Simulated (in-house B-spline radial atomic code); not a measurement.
**Zn6+: [He] 2s2 (2p1/2)1 (2p3/2)4 3s1 3p6 3d8 (with a hole in an inner shell)**

Computed with a radial B-spline atomic code at the basis-set limit: Dirac-Hartree-Fock, average of the jj configuration, Fermi nucleus of rms radius 3.9283 fm.

Z_r = [3n² - l(l+1)]/(2<r>); Z_e = n√(-2ε); the last column is Slater's effective charge. Values are occupation-weighted means over j.

```tsv
shell	electrons	ε (eV)	<r> (bohr)	Z_r	Z_e	Slater
1s	2	-9952.7	0.05023	29.86	27.05	29.70
2s	2	-1400.1	0.2231	26.89	20.29	26.20
2p	5	-1244.2	0.1958	25.53	19.13	26.20
3s	1	-286.76	0.6448	20.94	13.77	19.95
3p	6	-228.94	0.6607	18.92	12.31	19.95
3d	8	-146.27	0.674	15.58	9.84	11.55
```

The least bound orbital is 3d3/2 at -145.9 eV, and it is also the most diffuse (<r> = 0.6756 bohr). The part-filled 2p shell lies below the filled 3p shell in orbital energy.

For the 1s electron the small component carries 1.18 % of the norm, the zero-frequency Breit interaction raises the level by 12.6 eV, self-energy by 6.736 eV, and vacuum polarisation lowers it by 0.6244 eV.
